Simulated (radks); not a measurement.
All-electron atom: Eu0.5+ in [Xe] 4f5 6s2 6p1.5 (fractional occupations, a model configuration).

All-electron calculation, Dirac Kohn-Sham, LDA (Slater exchange, Perdew-Wang correlation), spin-unpolarised, spherical densities, finite nucleus; open shells are shared between the two j in proportion to 2j + 1; Fermi nuclear charge, rms radius 5.1115 fm. Program: a radial shooting solver on a logarithmic mesh with Libxc functionals.

Energy parts (Ry):
part                       energy
total                 -21686.4015
kinetic                23572.5663
electron-nucleus      -53127.5523
Hartree                 8337.7629
exchange-correlation    -469.1784

Orbitals (lengths in bohr, moments of r in powers of bohr; <r^-3> diverges for s and p1/2):
orbital     occ.  eigenvalue (Ry)  <r^-3>      <r>  small-component weight
1s1/2          2        -3549.271       -  0.02234                5.49e-02
2s1/2          2        -584.1870       -  0.09467                1.21e-02
2p1/2          2        -554.5658       -  0.07910                1.21e-02
2p3/2          4        -507.0039    9377  0.08583                1.13e-02
3s1/2          2        -130.0615       -   0.2495                3.80e-03
3p1/2          2        -117.2300       -   0.2390                3.75e-03
3p3/2          4        -107.5424    1971   0.2519                3.51e-03
3d3/2          4        -85.23168   330.2   0.2237                3.39e-03
3d5/2          6        -83.12269   294.7   0.2277                3.32e-03
4s1/2          2        -27.25278       -   0.5646                1.22e-03
4p1/2          2        -22.28676       -   0.5769                1.14e-03
4p3/2          4        -20.11387   443.0   0.6059                1.06e-03
4d3/2          4        -11.90603   63.13   0.6421                9.00e-04
4d5/2          6        -11.51217   55.62   0.6522                8.77e-04
4f5/2    2.14286         -1.85937   8.185   0.8254                5.42e-04
4f7/2    2.85714         -1.80530   7.927   0.8339                5.33e-04
5s1/2          2         -4.51317       -    1.325                2.81e-04
5p1/2          2         -3.08068       -    1.464                2.31e-04
5p3/2          4         -2.74403   68.09    1.546                2.09e-04
6s1/2          2         -0.70836       -    3.379                4.77e-05
6p1/2        0.5         -0.42411       -    4.101                3.22e-05
6p3/2          1         -0.38613   7.711    4.322                2.92e-05

The highest occupied level is 6p3/2 at -5.254 eV. The density falls to 0.001 e/bohr^3 at r = 5.42 bohr. Summed over all electrons, <r^2> = 89.37 bohr^2, which gives a Langevin (diamagnetic) susceptibility term of -70.8 x 10^-6 cm^3/mol.
